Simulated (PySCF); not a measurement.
Job for PySCF: R-HF/STO-3G on C3H6 (SMILES C=CC), a point of a torsion scan.

```python
from pyscf import gto, scf, dft, mp
from pyscf.data.elements import chemcore

mol = gto.M(
    atom='''
    C     0.65175078   -1.40489793    0.99454804
    C     0.25503881   -0.25132060    0.49220792
    C    -1.13723852    0.04464930    0.04533872
    H    -0.02795771   -2.23283137    1.11571984
    H     1.66838328   -1.57463805    1.30581191
    H     0.95861151    0.56436990    0.38147953
    H    -1.54563584    0.87839139    0.61632841
    H    -1.14192093    0.33247464   -1.00577007
    H    -1.78164400   -0.82108487    0.17687298
    ''',
    basis='sto-3g',
    charge=0, spin=0, verbose=3, max_memory=1800)
mf = scf.RHF(mol)
mf.conv_tol = 1e-8
mf.max_cycle = 100
mf.kernel()
if not mf.converged:
    mf = mf.newton().run(mf.mo_coeff, mf.mo_occ)
```

Give the final energy of this run.

-115.6594 hartree.
